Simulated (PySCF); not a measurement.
A GIAO shielding run with PySCF 2.14 (density fitting, non-relativistic, gas phase) on `InChI=1S/C4H13FSSi2/c1-2-6-8(3-5)4-7/h8H,2-4H2,1,7H3/t8-/m0/s1`:

```
$ OMP_NUM_THREADS=1 python probes_run.py task.json out

{"job": {"kind": "nmr", "xc": "PBE0", "basis": "pcSseg-1"}, "charge": 0, "multiplicity": 1}
C     -3.321234     0.445294    -0.393403
C     -2.279441    -0.447910    -1.036789
S     -0.684620     0.423066    -1.287800
Si     0.242748     0.272504     0.649481
C      0.519914    -1.591103     1.033430
F      1.391238    -1.725082     2.095737
C      1.892628     1.186180     0.576171
Si     3.181536     0.514273    -0.663654
H     -3.012201     0.746276     0.604815
H     -3.465488     1.340403    -0.993407
H     -4.269229    -0.084590    -0.320471
H     -2.592444    -0.747123    -2.036097
H     -2.088969    -1.339993    -0.442848
H     -0.672402     0.808192     1.665183
H     -0.393868    -2.114269     1.328771
H      0.970563    -2.128282     0.194037
H      1.699598     2.233278     0.345664
H      2.328275     1.164276     1.574266
H      3.570487    -0.841236    -0.270951
H      2.618407     0.513227    -2.012260
H      4.355580     1.389563    -0.610347
```

Hardware: 1 thread of an Arm Neoverse V2, shared host. The job also computes population analyses, field gradients.

Q: How large is the calculation?

A: 90 electrons, 222 basis functions and 1222 auxiliary functions.

Q: How long does it take, and how much memory does it need?

A: 34 s of wall time, with 12 SCF cycles and 4 response iterations; peak memory 1 GiB. Times on a shared host scatter by some tens of per cent.
